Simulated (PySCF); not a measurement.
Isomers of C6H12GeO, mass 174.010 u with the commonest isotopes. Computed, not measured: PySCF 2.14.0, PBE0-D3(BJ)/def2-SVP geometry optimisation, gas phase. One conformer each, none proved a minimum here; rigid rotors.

Question: Order these by rotational constant A, smallest first.
A. `[CH3:1][C:2](=[O:3])[GeH:4]1[CH2:5][CH2:6][CH2:7][CH2:8]1` with C1–C2–Ge4–C5 -141°, C2–Ge4–C5–C6 -123°, Ge4–C5–C6–C7 35°, C5–C6–C7–C8 -52°, C6–C7–C8–Ge4 39°
B. `[CH3:1][O:2][CH2:3][C:4]1=[CH:5][CH2:6][GeH2:7][CH2:8]1` with C1–O2–C3–C4 -176°, O2–C3–C4–C5 -129°
C. `[CH3:1][O:2][CH2:3][GeH:4]1[CH2:5][CH:6]=[CH:7][CH2:8]1` with C1–O2–C3–Ge4 179°, O2–C3–Ge4–C5 52°

Answer: C (2347 MHz), A (2665 MHz), B (3743 MHz).

Question: Order these by out-of-plane moment Σ m c² = (Ia + Ib − Ic)/2, smallest first.
A. `[CH3:1][O:2][CH2:3][C:4]1=[CH:5][CH2:6][GeH2:7][CH2:8]1` with C1–O2–C3–C4 -176°, O2–C3–C4–C5 -129°
B. `[CH3:1][O:2][CH2:3][GeH:4]1[CH2:5][CH:6]=[CH:7][CH2:8]1` with C1–O2–C3–Ge4 179°, O2–C3–Ge4–C5 52°
C. `[CH3:1][C:2](=[O:3])[GeH:4]1[CH2:5][CH2:6][CH2:7][CH2:8]1` with C1–C2–Ge4–C5 -141°, C2–Ge4–C5–C6 -123°, Ge4–C5–C6–C7 35°, C5–C6–C7–C8 -52°, C6–C7–C8–Ge4 39°

Answer: A (18.25 u·Å²), B (84.08 u·Å²), C (84.60 u·Å²).

Question: Order these by radius of gyration √(Σ m r²/M), smallest first.
A. `[CH3:1][C:2](=[O:3])[GeH:4]1[CH2:5][CH2:6][CH2:7][CH2:8]1` with C1–C2–Ge4–C5 -141°, C2–Ge4–C5–C6 -123°, Ge4–C5–C6–C7 35°, C5–C6–C7–C8 -52°, C6–C7–C8–Ge4 39°
B. `[CH3:1][O:2][CH2:3][GeH:4]1[CH2:5][CH:6]=[CH:7][CH2:8]1` with C1–O2–C3–Ge4 179°, O2–C3–Ge4–C5 52°
C. `[CH3:1][O:2][CH2:3][C:4]1=[CH:5][CH2:6][GeH2:7][CH2:8]1` with C1–O2–C3–C4 -176°, O2–C3–C4–C5 -129°

Answer: A (1.862 Å), B (1.927 Å), C (2.294 Å).

```
                     SMILES  point group  Ia (u·Å²)  Ib (u·Å²)  Ic (u·Å²)      κ  μa (D)  μb (D)  μc (D)
CO[CH2][GeH]1[CH2]C=C[CH2]1           Cs     215.29     515.26     562.39  -0.89    1.38    0.41    0.01
   COCC1=C[CH2][GeH2][CH2]1           C1     135.01     799.16     897.66  -0.96    0.99    0.66    0.75
C[C](=O)[GeH]1[CH2]CC[CH2]1           C1     189.64     498.41     518.84  -0.95    0.14    1.85    0.32
```
